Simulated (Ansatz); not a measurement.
System: HgBr2, net charge -1, doublet state. The spin state was set by rule; other spins were not relaxed. 
Geometry from a B3LYP-D3(BJ)/def2-TZVP (Ansatz, a quantum-chemistry and plane-wave program) optimisation:
```xyz
3

Hg    -0.0106    -0.2032    -0.2608
Br    -0.2559     2.3714    -1.3577
Br     0.2802    -1.9071     1.9537
```
Charge -1, spin multiplicity 2.

Basis-set convergence of Hartree-Fock and MP2 correlation energies (hartree) with Ansatz. Cores are frozen in the correlated levels unless marked. UHF or UKS for open shells. Spin-orbit coupling is left out. Frozen are the shells of the preceding noble gas and the d and f shells that filled before the atom's block. Past Kr the def2 sets carry scalar-relativistic core potentials. This anion needs diffuse functions, which these sets lack.

```
basis       functions        E(HF)  E(corr, MP2)
----------  ---------  -----------  ------------
def2-SVP           96  -5296.84921      -0.53016
def2-TZVPP        155            …             …
```

**Question.** Some entries are withheld; supply them.

**Answer.** 
- def2-TZVPP, E(HF): -5297.49595
- def2-TZVPP, E(corr, MP2): -0.75492
